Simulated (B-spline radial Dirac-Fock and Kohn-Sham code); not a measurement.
**Mn⁶⁺ 3p3/2: cross section and angular parameters**

System: Mn⁶⁺, configuration [Ar] 3d1; threshold 168.1 eV (orbital energy of the model). Calculated with a radial finite-basis atomic code, using Dirac-Hartree-Slater photoionisation with a Latter tail; cross sections with all multipoles, angular parameters from the dipole term and its interference with E2.

For linearly polarised light dσ/dΩ = σ/(4π) [1 + β P₂(cos θ) + (δ + γ cos²θ) sin θ cos φ], with θ from the polarisation vector and φ the angle between the beam and the projection of the electron momentum on the plane normal to the polarisation.

```tsv
hν (eV)	σ (kb)	β	γ	δ
195	812	1.153	0.094	0.009
200	793	1.196	0.085	0.008
229	686	1.364	0.040	0.002
244	?	?	?	?
300	471	1.540	-0.014	0.001
555	154	1.636	0.047	0.005
1000	41.2	1.563	0.257	0.012
1160	28.6	1.529	0.325	0.015
1486.9	15.2	1.460	0.445	0.022
1490	15.1	1.459	0.446	0.022
2000	6.85	1.362	0.596	0.034
2440	3.92	1.287	0.701	0.045
2630	3.16	1.258	0.741	0.049
4000	0.905	1.078	0.957	0.084
4540	0.610	1.020	1.020	0.098
4600	0.586	1.014	1.026	0.099
4730	0.536	1.001	1.040	0.103
6000	0.251	0.890	1.149	0.134
7190	0.138	0.805	1.225	0.163
8047.8	0.0951	0.752	1.271	0.183
9360	0.0570	0.682	1.328	0.212
11600	0.0272	0.585	1.401	0.259
```

Q: Give the values at 244 eV.

A: σ = 635 kb, β = 1.420, γ = 0.022, δ = 0.001.
